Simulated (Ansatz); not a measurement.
Name a neutral molecule of B, C, N and H with LUMO energy (PBE0/def2-TZVPP) between -1.65 and -1.35 eV and HOMO energy (PBE0/def2-TZVPP) between -7.55 and -7.25 eV (Ansatz, PBE0-D4/def2-TZVP geometry).

`BCN=C` (-1.42 eV, -7.39 eV); `BC(C)C=N` (-1.48 eV, -7.54 eV). Other molecules can fit too; these were computed, each in one conformer that needn't be the lowest.
